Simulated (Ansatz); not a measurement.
Ideal-gas functions of HTe− (`[TeH-]`) at 400 K and 1 bar, from an Ansatz frequency run at PBE0-D4/def2-TZVPD.

Molar mass 128.61 g/mol, point group C∞v (symmetry number 1), electronic degeneracy 1, moments of inertia 2.777 u Å². Harmonic wavenumbers (cm⁻¹, unscaled): 2087.

Use S(trans) = R[1.5 ln M + 2.5 ln T − 1.1517]; rotational temperatures θ = 24.2544 K / I; S(rot) = R[ln(T/σθ) + 1]; for each mode x = 1.438777 ν̃/T, S = R[x/(eˣ − 1) − ln(1 − e⁻ˣ)] and H = RT x/(eˣ − 1); 1 cm⁻¹ = 0.0119627 kJ/mol; R = 8.31446 J/(mol·K).

**Question.** By hand: the entropy, in J/(mol·K).

**Answer.** Translation 175.5. Rotation: θ = 8.734 K, giving 40.1. Vibration, mode by mode: 0.04, in all 0.0. Electronic 0.0. Sum 215.6 J/(mol·K).

**Question.** By hand: H − E and G − E in kJ/mol, counted from the electronic energy.

**Answer.** Zero-point energy ½ × 2087 × 0.0119627 = 12.5; thermal vibration 0.0; translation, rotation and pV give 3.5 RT = 11.6. H − E = 24.1 kJ/mol, and G − E = 24.1 − 400 × 215.6/1000 = -62.1 kJ/mol.

Vibration gives 0 % of the entropy; all modes have x over 3 and are hardly excited.
